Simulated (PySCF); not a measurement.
hexa-1,2-dien-4-yne (C6H6), SMILES C=C=CC#CC. Atoms are numbered in the order given.

```xyz
12

C      2.9798     0.0097     0.6722
C      1.8412    -0.4524     0.2091
C      0.6939    -0.9332    -0.2644
C     -0.5552    -0.2489    -0.2364
C     -1.6491     0.3094    -0.2303
C     -2.9389     0.9824    -0.2166
H      3.2909    -0.1636     1.7180
H      3.6680     0.5938     0.0351
H      0.7072    -1.9454    -0.7170
H     -3.7366     0.3401    -0.6451
H     -2.9136     1.9220    -0.8087
H     -3.2462     1.2513     0.8165
```

Geometry: PBE-D3(BJ)/def2-SVP.

These are PBE-D3(BJ)/def2-SVP in PySCF 2.14.0 values and carry that method's errors.

No scaling factor is applied to the harmonic values.

A small imaginary wavenumber (i) marks a very flat motion, where grid noise or a shallow saddle decides the sign.

```json
[
 {"mode": "1", "ν (cm⁻¹)": "9i", "IR (km/mol)": "0.0", "Raman (Å⁴/amu)": "1.0", "depolarisation": "0.75", "moving atoms (share of kinetic energy)": "H 93 %"},
 {"mode": "2", "ν (cm⁻¹)": "89", "IR (km/mol)": "2.4", "Raman (Å⁴/amu)": "13.9", "depolarisation": "0.67", "moving atoms (share of kinetic energy)": "C 79 %, H 21 %"},
 {"mode": "3", "ν (cm⁻¹)": "183", "IR (km/mol)": "9.2", "Raman (Å⁴/amu)": "0.1", "depolarisation": "0.75", "moving atoms (share of kinetic energy)": "C 61 %, H 39 %"},
 {"mode": "4", "ν (cm⁻¹)": "241", "IR (km/mol)": "2.8", "Raman (Å⁴/amu)": "5.2", "depolarisation": "0.66", "moving atoms (share of kinetic energy)": "C 80 %, H 20 %"},
 {"mode": "5", "ν (cm⁻¹)": "296", "IR (km/mol)": "3.7", "Raman (Å⁴/amu)": "2.5", "depolarisation": "0.75", "moving atoms (share of kinetic energy)": "C 55 %, H 45 %"},
 {"mode": "6", "ν (cm⁻¹)": "375", "IR (km/mol)": "1.0", "Raman (Å⁴/amu)": "10.4", "depolarisation": "0.75", "moving atoms (share of kinetic energy)": "C 79 %, H 21 %"},
 {"mode": "7", "ν (cm⁻¹)": "377", "IR (km/mol)": "1.9", "Raman (Å⁴/amu)": "9.8", "depolarisation": "0.75", "moving atoms (share of kinetic energy)": "C 87 %, H 13 %"},
 {"mode": "8", "ν (cm⁻¹)": "535", "IR (km/mol)": "5.0", "Raman (Å⁴/amu)": "3.2", "depolarisation": "0.34", "moving atoms (share of kinetic energy)": "C 92 %, H 8 %"},
 {"mode": "9", "ν (cm⁻¹)": "609", "IR (km/mol)": "0.1", "Raman (Å⁴/amu)": "6.9", "depolarisation": "0.75", "moving atoms (share of kinetic energy)": "C 57 %, H 43 %"},
 {"mode": "10", "ν (cm⁻¹)": "785", "IR (km/mol)": "8.4", "Raman (Å⁴/amu)": "0.9", "depolarisation": "0.54", "moving atoms (share of kinetic energy)": "C 86 %, H 14 %"},
 {"mode": "11", "ν (cm⁻¹)": "821", "IR (km/mol)": "51.0", "Raman (Å⁴/amu)": "0.1", "depolarisation": "0.38", "moving atoms (share of kinetic energy)": "H 75 %, C 25 %"},
 {"mode": "12", "ν (cm⁻¹)": "839", "IR (km/mol)": "16.7", "Raman (Å⁴/amu)": "9.8", "depolarisation": "0.75", "moving atoms (share of kinetic energy)": "H 86 %, C 14 %"},
 {"mode": "13", "ν (cm⁻¹)": "942", "IR (km/mol)": "0.3", "Raman (Å⁴/amu)": "1.3", "depolarisation": "0.75", "moving atoms (share of kinetic energy)": "H 63 %, C 37 %"},
 {"mode": "14", "ν (cm⁻¹)": "987", "IR (km/mol)": "3.8", "Raman (Å⁴/amu)": "1.6", "depolarisation": "0.75", "moving atoms (share of kinetic energy)": "H 69 %, C 31 %"},
 {"mode": "15", "ν (cm⁻¹)": "992", "IR (km/mol)": "2.8", "Raman (Å⁴/amu)": "0.8", "depolarisation": "0.50", "moving atoms (share of kinetic energy)": "H 68 %, C 32 %"},
 {"mode": "16", "ν (cm⁻¹)": "1043", "IR (km/mol)": "1.0", "Raman (Å⁴/amu)": "64.9", "depolarisation": "0.29", "moving atoms (share of kinetic energy)": "C 62 %, H 38 %"},
 {"mode": "17", "ν (cm⁻¹)": "1170", "IR (km/mol)": "1.8", "Raman (Å⁴/amu)": "12.9", "depolarisation": "0.42", "moving atoms (share of kinetic energy)": "H 59 %, C 41 %"},
 {"mode": "18", "ν (cm⁻¹)": "1305", "IR (km/mol)": "3.4", "Raman (Å⁴/amu)": "149.6", "depolarisation": "0.35", "moving atoms (share of kinetic energy)": "H 72 %, C 28 %"},
 {"mode": "19", "ν (cm⁻¹)": "1342", "IR (km/mol)": "8.1", "Raman (Å⁴/amu)": "57.9", "depolarisation": "0.50", "moving atoms (share of kinetic energy)": "H 71 %, C 29 %"},
 {"mode": "20", "ν (cm⁻¹)": "1390", "IR (km/mol)": "7.5", "Raman (Å⁴/amu)": "26.3", "depolarisation": "0.75", "moving atoms (share of kinetic energy)": "H 97 %"},
 {"mode": "21", "ν (cm⁻¹)": "1392", "IR (km/mol)": "7.0", "Raman (Å⁴/amu)": "22.4", "depolarisation": "0.70", "moving atoms (share of kinetic energy)": "H 97 %"},
 {"mode": "22", "ν (cm⁻¹)": "1419", "IR (km/mol)": "9.5", "Raman (Å⁴/amu)": "8.9", "depolarisation": "0.55", "moving atoms (share of kinetic energy)": "C 65 %, H 35 %"},
 {"mode": "23", "ν (cm⁻¹)": "2005", "IR (km/mol)": "40.1", "Raman (Å⁴/amu)": "161.6", "depolarisation": "0.35", "moving atoms (share of kinetic energy)": "C 98 %"},
 {"mode": "24", "ν (cm⁻¹)": "2276", "IR (km/mol)": "11.7", "Raman (Å⁴/amu)": "932.7", "depolarisation": "0.31", "moving atoms (share of kinetic energy)": "C 100 %"},
 {"mode": "25", "ν (cm⁻¹)": "2954", "IR (km/mol)": "33.7", "Raman (Å⁴/amu)": "514.4", "depolarisation": "0.09", "moving atoms (share of kinetic energy)": "H 97 %"},
 {"mode": "26", "ν (cm⁻¹)": "3030", "IR (km/mol)": "4.1", "Raman (Å⁴/amu)": "166.9", "depolarisation": "0.31", "moving atoms (share of kinetic energy)": "H 92 %"},
 {"mode": "27", "ν (cm⁻¹)": "3033", "IR (km/mol)": "4.2", "Raman (Å⁴/amu)": "155.8", "depolarisation": "0.75", "moving atoms (share of kinetic energy)": "H 91 %, C 9 %"},
 {"mode": "28", "ν (cm⁻¹)": "3040", "IR (km/mol)": "4.0", "Raman (Å⁴/amu)": "141.6", "depolarisation": "0.75", "moving atoms (share of kinetic energy)": "H 91 %, C 9 %"},
 {"mode": "29", "ν (cm⁻¹)": "3043", "IR (km/mol)": "6.1", "Raman (Å⁴/amu)": "550.0", "depolarisation": "0.14", "moving atoms (share of kinetic energy)": "H 95 %"},
 {"mode": "30", "ν (cm⁻¹)": "3124", "IR (km/mol)": "0.1", "Raman (Å⁴/amu)": "231.7", "depolarisation": "0.75", "moving atoms (share of kinetic energy)": "H 89 %, C 11 %"}
]
```
